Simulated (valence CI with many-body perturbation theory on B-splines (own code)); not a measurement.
# Ca XVI: key properties

Calculated by valence CI with perturbative core correlation (CI+MBPT): three valence electrons over a frozen Dirac-Fock core [He], radial functions for each j: 11 s, 11 p, 9 d, 7 f, 5 g, 2 h, 1 i, with the one-electron correlation potential Σ1 (screened to all orders), the two-electron term Σ2, the three-electron term Σ3, Breit, model QED; selected single and double excitations, second order for the rest (own B-spline code, finite nucleus).

No measured levels were compared; by estimate levels of excited configurations hold to 0.05 to 0.15 % of their energy, terms of the ground configuration to about 0.5 %.

Names give the largest LS component (configuration and term), which can be under half, so a name can repeat, a term be missing and a line seem to break the LS rules; names also repeat where a configuration has a term twice.

Rates and lifetimes use the calculated energies. Strong lines usually hold to 10 to 20 %, long lifetimes can be off by a factor of two.

What is the ground level?

2s2.2p 2P°_1/2, composition 97 % 2s2.2p 2P° + 3 % 2p3 2P°, g = 0.663.

How is the term 2P° of the ground level split?

J = 1/2 at 0.000, J = 3/2 at 0.334 Ry.

How well does LS coupling describe the low levels?

Among the lowest 20 levels the leading LS term, summed over configurations, holds 96 % on average. For single configurations the figures are 93 % in LS and 76 % in jj coupling. Terms mix most in the J = 1/2 level at 5.399 Ry, where the leading one holds 66 %.

Where does the other parity begin?

At 2s.2p2 4P_1/2, 2.440 Ry.

Among levels below 48.037 Ry, which E1 lines absorb most strongly from the ground level?

to 2s2.3d 2D_3/2 at 2.146 nm, f = 0.655; to 2s.2p.3p 2D_3/2 at 2.058 nm, f = 0.193; to 2s.2p.3p 2P_1/2 at 2.082 nm, f = 0.0916.

What are the static dipole polarisabilities of the lowest levels?

2s2.2p 2P°_1/2 0.0333; 2s2.2p 2P°_3/2 0.0335 (tensor 0.0029) bohr³, of which the core gives 5.92e-05.

What is the ionisation energy?

973.74 eV; NIST lists 973.7 ± 0.3 eV (semi-empirical).
